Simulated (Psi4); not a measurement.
Cl₄SW, singlet, geometry from GFN2-xTB (such geometries of metal compounds can be far from the true shape) (core potentials on W), with bond 2-1 at 1.3 times its length; HF/def2-SVP in Psi4.

Psi4 was given this input:
```
memory 2 GB

molecule {
0 1
  W     0.05136557   -0.02213398    0.05443562
  S     1.93229158   -0.83264534    2.04778194
  Cl   -1.46040727    0.62930529   -1.54769376
  Cl    0.27309176    2.15259903    0.49173666
  Cl    1.19778788   -0.92365033   -1.63163749
  Cl   -1.64416414   -1.15427854    0.95625937
}

set basis def2-svp
set guess modhuckel

energy('scf')
print_variables()
```

What the program printed (banner, timings and long lists left out):

```
   => Loading Basis Set <=

    Name: DEF2-SVP
    Role: ORBITAL
    Keyword: BASIS

    !!!  WARNING: ECP capability is in beta. Please check occupations closely.  !!!

         ---------------------------------------------------------
                                   SCF
               by Justin Turney, Rob Parrish, Andy Simmonett
                          and Daniel G. A. Smith
                              RHF Reference
         ---------------------------------------------------------

  ==> Geometry <==

    Molecular point group: c1
    Full point group: C1

    Geometry (in Angstrom), charge = 0, multiplicity = 1:

       Center              X                  Y                   Z               Mass
    ------------   -----------------  -----------------  -----------------  -----------------
         W            0.011737002240    -0.005057601136     0.012438505568   183.950930920000
         S            1.892663012240    -0.815568961136     2.005784825568    31.972071174400
         CL          -1.500035837760     0.646381668864    -1.589690874432    34.968852682000
         CL           0.233463192240     2.169675408864     0.449739545568    34.968852682000
         CL           1.158159312240    -0.906573951136    -1.673634604432    34.968852682000
         CL          -1.683792707760    -1.137202161136     0.914262255568    34.968852682000

  Running in c1 symmetry.

  Rotational constants: A =      0.03251  B =      0.02382  C =      0.02382 [cm^-1]
  Rotational constants: A =    974.71998  B =    714.12653  C =    714.12653 [MHz]
  Nuclear repulsion =  676.882881301166890

  Charge       = 0
  Multiplicity = 1
  Electrons    = 98
  Nalpha       = 49
  Nbeta        = 49

  ==> Algorithm <==

  SCF Algorithm Type is DF.
  DIIS enabled.
  MOM disabled.
  Fractional occupation disabled.
  Guess Type is MODHUCKEL.
  Energy threshold   = 1.00e-06
  Density threshold  = 1.00e-06
  Integral threshold = 1.00e-12

  ==> Primary Basis <==

  Basis Set: DEF2-SVP
    Blend: DEF2-SVP
    Number of shells: 52
    Number of basis functions: 122
    Number of Cartesian functions: 132
    Spherical Harmonics?: true
    Max angular momentum: 3

  Core potential: DEF2-SVP
    Number of shells: 4
    Number of ECP primitives: 10
    Number of ECP core electrons: 60
    Max angular momentum: 3

   => Loading Basis Set <=

    Name: (DEF2-SVP AUX)
    Role: JKFIT
    Keyword: DF_BASIS_SCF

  ==> Integral Setup <==

  SCF_SUBTYPE=INCORE selected. In-core MEM_DF algorithm will be used.
  Using in-core AOs.

  ==> MemDFJK: Density-Fitted J/K Matrices <==

    J tasked:                   Yes
    K tasked:                   Yes
    wK tasked:                   No
    Algorithm:                 Core
    Schwarz Cutoff:           1E-12
    Mask sparsity (%):       7.6055
    Fitting Condition:        1E-10

   => Auxiliary Basis Set <=

  Basis Set: (DEF2-SVP AUX)
    Blend: DEF2-UNIVERSAL-JKFIT
    Number of shells: 235
    Number of basis functions: 867
    Number of Cartesian functions: 1116
    Spherical Harmonics?: true
    Max angular momentum: 6

  Minimum eigenvalue in the overlap matrix is 9.2582741344E-03.
  Reciprocal condition number of the overlap matrix is 2.3004947775E-03.
    Using symmetric orthogonalization.

  ==> Pre-Iterations <==

  SCF Guess: Huckel guess via on-the-fly atomic UHF (doi:10.1021/acs.jctc.8b01089) with the updated GWH rule from doi:10.1021/ja00480a005.

   -------------------------------------------------------
    Irrep   Nso     Nmo     Nalpha   Nbeta   Ndocc  Nsocc
   -------------------------------------------------------
     A        122     122      49      49      49       0
   -------------------------------------------------------
    Total     122     122      49      49      49       0
   -------------------------------------------------------

  ==> Iterations <==

                           Total Energy        Delta E     RMS |[F,P]|

   @DF-RHF iter   1: -2299.33858778604326   -2.29934e+03   6.05585e-02 ADIIS/DIIS
   @DF-RHF iter   2: -2290.80336107975927    8.53523e+00   2.97560e-02 ADIIS/DIIS
   @DF-RHF iter   3: -2297.90335191865688   -7.09999e+00   1.79014e-02 ADIIS/DIIS
   @DF-RHF iter   4: -2300.84908863163309   -2.94574e+00   4.95639e-03 ADIIS/DIIS
   @DF-RHF iter   5: -2300.85649928178236   -7.41065e-03   6.10547e-03 ADIIS/DIIS
   @DF-RHF iter   6: -2301.17936946348573   -3.22870e-01   5.66766e-04 ADIIS/DIIS
   @DF-RHF iter   7: -2301.18318359113391   -3.81413e-03   1.79564e-04 ADIIS/DIIS
   @DF-RHF iter   8: -2301.18384896914858   -6.65378e-04   1.71966e-04 ADIIS/DIIS
   @DF-RHF iter   9: -2301.18448840468682   -6.39436e-04   1.06620e-04 ADIIS/DIIS
   @DF-RHF iter  10: -2301.18500801918663   -5.19614e-04   9.92448e-05 DIIS
   @DF-RHF iter  11: -2301.18444006816253    5.67951e-04   7.73581e-05 DIIS
   @DF-RHF iter  12: -2301.18385379367282    5.86274e-04   9.10267e-05 DIIS
   @DF-RHF iter  13: -2301.18392823594149   -7.44423e-05   5.05879e-05 DIIS
   @DF-RHF iter  14: -2301.18397664814529   -4.84122e-05   1.37117e-05 DIIS
   @DF-RHF iter  15: -2301.18398783328712   -1.11851e-05   7.53852e-06 DIIS
   @DF-RHF iter  16: -2301.18399139669600   -3.56341e-06   3.68692e-06 DIIS
   @DF-RHF iter  17: -2301.18399193384812   -5.37152e-07   1.75468e-06 DIIS
   @DF-RHF iter  18: -2301.18399231589819   -3.82050e-07   1.35500e-06 DIIS
   @DF-RHF iter  19: -2301.18399265746484   -3.41567e-07   1.01655e-06 DIIS
   @DF-RHF iter  20: -2301.18399289972785   -2.42263e-07   9.35696e-07 DIIS
  Energy and wave function converged.

  ==> Post-Iterations <==

    Orbital Energies [Eh]
    ---------------------

    Doubly Occupied:

[...]
      49A     -0.327270

    Virtual:

[...]
     122A    575.891074

    Final Occupation by Irrep:
              A
    DOCC [    49 ]
    NA   [    49 ]
    NB   [    49 ]

  @DF-RHF Final Energy: -2301.18399289972785

   => Energetics <=

    Nuclear Repulsion Energy =            676.8828813011668899
    One-Electron Energy =               -4550.0964201415545176
    Two-Electron Energy =                1572.0295459406593181
    Total Energy =                      -2301.1839928997283096

Computation Completed

Properties will be evaluated at   0.000000,   0.000000,   0.000000 [a0]

Properties computed using the SCF density matrix

 Multipole Moments:

 ------------------------------------------------------------------------------------
     Multipole            Electronic (a.u.)      Nuclear  (a.u.)        Total (a.u.)
 ------------------------------------------------------------------------------------

 L = 1.  Multiply by 2.5417464519 to convert [e a0] to [Debye]
 Dipole X            :         -0.5721423           -0.0388839           -0.6110261
 Dipole Y            :          0.2484687            0.0167555            0.2652242
 Dipole Z            :         -0.6079203           -0.0412078           -0.6491281
 Magnitude           :                                                    0.9300882

 ------------------------------------------------------------------------------------

  Variable Map:
  ----------------------------------------------------------------------------
[...]
  Array Variable Map:
  ----------------------------------------------------------------------------
[...]
[...]
```
